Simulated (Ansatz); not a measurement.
The cluster H₄Au₂⁺. The state is a doublet with charge 1. Geometry relaxed at PBE0-D4/def2-TZVP.

```xyz
6

Au    0.8986    0.9542    0.1683
Au   -0.9096   -0.9425   -0.1747
H     1.8627    2.5269    0.3092
H    -1.9711   -2.3369   -0.7652
H    -2.2928   -2.1613   -0.0396
H     2.4121    1.9596    0.5021
```

In the def2 sets Au takes a core potential; there is no spin–orbit coupling. In the doublet, H4 and H5 lie 0.81 Å apart, H3 and H6 lie 0.81 Å apart (atoms count from 1), so H2 has formed as a molecule. No other spin state of charge 1 was run. The structure comes from a short search, and lower isomers may exist.

(1) Estimate the harmonic wavenumbers at UKS PBE0-D4/def2-TZVP (Ansatz, unscaled). Is this a minimum?

Answers

(1) 75, 133, 168, 168, 201, 203, 640, 829, 1229, 1231, 3500, 3505 cm⁻¹. Yes, no mode is imaginary beyond noise. Zero-point energy 71.1 kJ/mol. Hardware: 4 threads of Arm Neoverse V2 on a shared host. Wall time 44 s.
